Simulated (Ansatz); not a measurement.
One geometry of Ga7P7, several levels of theory.

```yaml
crystal:
  periodic: [false, false, false]
  atoms:
    - {symbol: Ga, position_ang: [-3.067194, 0.897889, 0.071090]}
    - {symbol: Ga, position_ang: [0.800973, -2.837306, 0.103479]}
    - {symbol: Ga, position_ang: [-1.573668, -1.281073, -0.840699]}
    - {symbol: Ga, position_ang: [0.679420, -0.682380, 2.973899]}
    - {symbol: Ga, position_ang: [1.287237, 1.570806, -0.832573]}
    - {symbol: Ga, position_ang: [-0.882058, 3.074016, 0.086334]}
    - {symbol: Ga, position_ang: [2.830639, -0.815008, 0.101676]}
    - {symbol: P, position_ang: [-3.670195, -0.534570, -1.457944]}
    - {symbol: P, position_ang: [-1.695143, 1.694065, 1.762380]}
    - {symbol: P, position_ang: [-0.645530, -3.272429, -1.469009]}
    - {symbol: P, position_ang: [2.356679, -2.367375, 1.695716]}
    - {symbol: P, position_ang: [0.558173, 3.677534, -1.435153]}
    - {symbol: P, position_ang: [3.269042, 0.629575, -1.471672]}
    - {symbol: P, position_ang: [-0.248364, 0.246255, 0.712475]}
basis:
  gaussian: {orbitals: def2-TZVP, fitting: {mean_field: def2-universal-jkfit}, initial_orbitals: start.molden}
hamiltonian: {xc: pbe, dispersion: d4}
scf: {omitted_lower_state_checks: [starts]}
output: {orbitals: {seedname: orbitals}}
```

The file start.molden holds the orbitals of an earlier run on this structure, at another level or in another basis.

```sh
$ ansatz run in.yaml --threads 2 --pin off --events-out ev --progress --plain --max-ram 22528MiB --backend cuda --devices 0, --max-vram 18GiB
```

Output, abridged:

```
Functional definition: PBE
2758 factors; integrals over basis functions are off by at most 2.4e-1 eV
mean field evaluation 1: about -431592.4512 eV, gradient 2.7e1 eV
mean field evaluation 2: about -431593.0510 eV, gradient 8.4e-1 eV
mean field evaluation 4: about -431593.0677 eV, gradient 5.2e-2 eV
mean field -431593.06769512 eV, -15860.7526935071 hartree, gradient 2.7e-5 eV, S^2 0.000000; 0 other end points of the search recorded, 0 dependent functions left out
reference -431593.06774893 eV, -15860.7526954848 hartree; 161, 161 occupied and 434, 434 virtual orbitals, 2758 factors
Total energy: -431594.82009694 eV, -15860.8170930864 hartree
Checks for a lower state left out: starts
```

Hardware: 2 threads of AMD EPYC 7R13 on a shared host and a share (18 GiB) of an NVIDIA H100 80GB HBM3. Wall time 3.8 s.

As the first input, with `hamiltonian: {xc: r2scan, dispersion: d4}` (abridged; 5 s):

```
Functional definition: r2SCAN
mean field -431670.81564307 eV, -15863.6098778950 hartree, gradient 1.9e-5 eV, S^2 0.000000
Total energy: -431671.24461922 eV, -15863.6256424777 hartree
Checks for a lower state left out: starts
```

As the first input, with `gaussian: {orbitals: 6-31G}`, `hamiltonian: {xc: {name: B3LYP}, dispersion: d4}` (abridged; 5.5 s):

```
Functional definition: B3LYP
mean field evaluation 16: about -431613.1189 eV, gradient 1.4e-3 eV
mean field -431613.11886016 eV, -15861.4895602315 hartree, gradient 4.0e-5 eV, S^2 0.000000
Total energy: -431616.01702656 eV, -15861.5960658819 hartree
Checks for a lower state left out: starts
```

First input, but with `gaussian: {orbitals: def2-SVP, initial_orbitals: start.molden}`, `correlation: {method: mp2}` and without the key `hamiltonian` (abridged; 5 s):

```
Functional definition: HF
mean field -431181.47679329 eV, -15845.6270068513 hartree, gradient 8.0e-6 eV, S^2 0.000000
98 core orbitals not correlated: weight in the atoms' cores, before any rotation towards them, 1.000 or more for the frozen orbitals, at most 0.000 for the correlated occupied ones
second order -62.32495310 eV of doubles, -0.00000000 eV of singles
Total energy: -431243.80174639 eV, -15847.9174066323 hartree
Checks for a lower state left out: starts
```

First input, but with `gaussian: {orbitals: 6-31G}`, `hamiltonian: {xc: hf}` (abridged; 4.1 s):

```
Functional definition: HF
mean field -431178.00645584 eV, -15845.4994743025 hartree, gradient 2.5e-5 eV, S^2 0.000000
Total energy: -431178.00645584 eV, -15845.4994743025 hartree
Checks for a lower state left out: starts
```

Geometry: PBE-D4/def2-SVP.

The 6-31G sets use Cartesian d functions. B3LYP takes the VWN-RPA correlation. Correlated methods freeze 98 core orbitals; core or outer-core shells of Ga are correlated, in sets that lack core-valence functions. Single mean-field runs in def2-TZVP are fitted with def2-universal-jkfit.
